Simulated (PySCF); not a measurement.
Unknowns

Rapidly exchanging positions averaged, single conformer, relativity neglected, in vacuum. PBE0/pcSseg-1 with gauge-including orbitals; structure optimised with GFN2-xTB; PySCF.

References, each an isolated molecule treated in the same way: 1H (σref 31.72) and 13C (σref 186.93) against TMS. Splittings of carbon signals by F and P are missing where no couplings were computed. Where no couplings were computed, multiplicities follow the n + 1 count of equivalent neighbours, and m marks all less simple cases (inequivalent or close neighbours, rings, F or P nearby). Shifts are as computed. Against solution values, carbons near 30 ppm lie about +3 ppm off and those near 130 ppm about +5 ppm. Of 1211 compounds with measured shifts, 218 miss one by over three times the rms of a fit or turn the order of signals round; such compounds aren't used in these exercises. OH and NH positions are gas-phase values without hydrogen bonding to other molecules.

(1) C5H8O2. 1H NMR (500 MHz, computed): δ 5.72 (br s, 1H), 4.32 (br s, 1H), 3.77 (s, 3H), 2.30 (s, 3H). 13C{1H} NMR (computed): δ 199.1, 166.5, 95.4, 56.4, 29.1. Identify the compound.

(2) C5H10NPSi2. 1H NMR (600 MHz, computed): δ 4.26 (m, 1H), 4.21 (m, 1H), 2.07 (s, 3H), 1.91 (m, 1H), 1.02 (m, 2H), 0.76 (br s, 2H). 13C{1H} NMR (computed): δ 114.0, 105.1, 89.8, 84.2, 6.0. Give a structure.

## Answers

(1) SMILES C=C(OC)C(C)=O. Rings plus π bonds: 2 (no ring in the answer). 5 carbon signals for 5 carbons: no two carbons are equivalent. Carbon types of the structure: 2 × C, 1 × CH2, 2 × CH3, which accounts for all hydrogens. δC 199.1: ketone carbonyl carbon; the double bond to the heteroatom, with no lone-pair donor beside it, deshields it most. δC 166.5: alkene carbon bearing oxygen; an sp2 carbon further deshielded by the attached heteroatom. δC 95.4: β carbon of a C=C–C=O unit. δH 2.30: hydrogen on a methyl carbon α to a carbonyl; α to C=O.

The shifts were computed for this structure.

(2) `C#C[SiH2][Si@](N)(P)C#CC`. 5 carbon signals for 5 carbons: no two carbons are equivalent. Carbon types of the structure: 3 × C, 1 × CH, 1 × CH3, leaving 6 H on heteroatoms. δC 114.0, 89.8, 84.2: alkyne carbon. δC 105.1: terminal alkyne carbon. δC 6.0: propargylic methyl carbon; saturated and bonded to C and H only. δH 0.76: hydrogen on a nitrogen bonded to Si; exchangeable; this is the value without hydrogen bonding to other molecules.

The data come from this structure; uniqueness wasn't tested.
